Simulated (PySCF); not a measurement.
Finite-field polarisability of Kr (krypton, neutral)

[Kr], closed-shell 1S. Calculation: PySCF 2.14, in aug-cc-pVDZ-PP with ECP10MDF; scalar relativity through the core potential. Frozen: 3s2 3p6 3d10. Energy changes in a uniform field (μhartree):

| axis | F (au) | HF | MP2 | CCSD | CCSD(T) |
| --- | --- | --- | --- | --- | --- |
| x | 0.0036 | -98.077 | -99.889 | -100.484 | -100.850 |
| x | 0.0072 | -392.374 | -399.635 | -402.015 | -403.481 |

(1) Derive α along x at CCSD(T) from the two fields.

(2) And the mean polarisability at each level?

CCSD(T) lies more than 5 % below the reference, which points to too few diffuse and polarisation functions.

A double-zeta set is small for polarisabilities.

Results:

(1) With ΔE = −αF²/2 − γF⁴/24, α = −(16 ΔE(F) − ΔE(2F))/(6F²) = 15.56 bohr³.

(2) HF 15.13, MP2 15.41, CCSD 15.51, CCSD(T) 15.56 bohr³. Reference: 16.78 ± 0.02 bohr³ (recommended; Schwerdtfeger and Nagle, table of static dipole polarizabilities (2023 update)).
